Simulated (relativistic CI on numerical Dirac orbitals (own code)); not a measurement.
## d8 in a ligand field

Computed with a parametric ligand-field model of a d^n configuration (Racah B and C, spin-orbit zeta, crystal field), exact diagonalisation.

Field parameters in Wybourne normalisation: Oh B⁴₀ = 21Dq, B⁴₄ = √(5/14) B⁴₀. The field is a parameter set, without covalency.

B = 600 cm⁻¹, C = 2990 cm⁻¹ (C/B = 4.98), Oh, no spin-orbit coupling. Tanabe-Sugano data, E/B above the lowest term (Δ = |10Dq|; b, c mark the second and third term of a kind):

```tsv
Δ/B	3A2	3T2	3T1	1E	3T1(b)	1A1
1.0	0.00	1.00	1.79	15.69	16.21	22.74
5.0	0.00	5.00	8.68	16.97	21.32	25.33
9.0	0.00	9.00	15.00	17.35	27.00	27.24
13.0	0.00	13.00	20.68	17.53	33.32	28.66
17.0	0.00	17.00	25.79	17.63	40.21	29.73
21.0	0.00	21.00	30.51	17.69	47.49	30.55
25.0	0.00	25.00	35.00	17.73	55.00	31.19
29.0	0.00	29.00	39.34	17.76	62.66	31.71
33.0	0.00	33.00	43.58	17.79	70.42	32.12
37.0	0.00	37.00	47.77	17.81	78.23	32.47
41.0	0.00	41.00	51.91	17.82	86.09	32.76
45.0	0.00	45.00	56.03	17.83	93.97	33.00
```

The ground term stays 3A2.
